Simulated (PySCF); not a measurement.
Ge(H)4 cation (GeH4), SMILES [GeH4] (connectivity only; charge and spin as stated), charge +1, multiplicity 2. Atoms are numbered in the order given.

```xyz
5

Ge     0.0000     0.0000     0.0000
H      1.0326    -1.0326    -0.5727
H      1.0326     1.0326     0.5727
H     -1.0326    -1.0326     0.5727
H     -1.0326     1.0326    -0.5727
```
Charge +1, spin multiplicity 2.

Geometry: B3LYP-D3(BJ)/def2-TZVPD. The geometry has at least one imaginary mode, so it is a saddle point at that level. The multiplicity is an assumed one; other spin states were not compared. The isomer is the one that the SMILES or the coordinates give; other isomers of the formula were not compared.

Method: TDA-B3LYP/def2-TZVPD in PySCF.

Vertical excitations; the highest root listed may be one member of a degenerate set. Isolated molecule, no solvent.

Computed UV-visible absorptions:
| state | energy (eV) | λ (nm) | f | main pairs |
|---|---|---|---|---|
| root 1 | 2.41 | 515 | 0.032 | β HOMO→LUMO (degenerate set) |
| root 2 | 2.41 | 515 | 0.032 | β HOMO−1→LUMO (degenerate set) |
| root 3 | 6.61 | 187 | 0.000 | α HOMO→LUMO 98 % |
| root 4 | 7.39 | 168 | 0.004 | α HOMO−1→LUMO, β HOMO→LUMO+1 (degenerate set) |
| root 5 | 7.39 | 168 | 0.004 | α HOMO−2→LUMO, β HOMO−1→LUMO+1 (degenerate set) |
| root 6 | 7.76 | 160 | 0.007 | α HOMO→LUMO+1 54 %, β HOMO−2→LUMO 41 % |
| root 7 | 8.34 | 149 | 0.070 | α HOMO→LUMO+1 42 %, β HOMO−2→LUMO 52 % |
| root 8 | 8.78 | 141 | 0.034 | α HOMO−1→LUMO, α HOMO−2→LUMO, β HOMO→LUMO+1, β HOMO−1→LUMO+2, β HOMO−1→LUMO+1 (degenerate set) |
| root 9 | 8.78 | 141 | 0.034 | α HOMO−2→LUMO, α HOMO−1→LUMO, β HOMO−1→LUMO+1, β HOMO→LUMO+2, β HOMO→LUMO+1 (degenerate set) |
| root 10 | 9.01 | 138 | 0.004 | α HOMO−1→LUMO+1 21 %, α HOMO−2→LUMO 8 %, α HOMO→LUMO+3 5 %, β HOMO→LUMO+2 46 %, β HOMO−1→LUMO+2 12 % |
Unrestricted roots are not spin-pure.
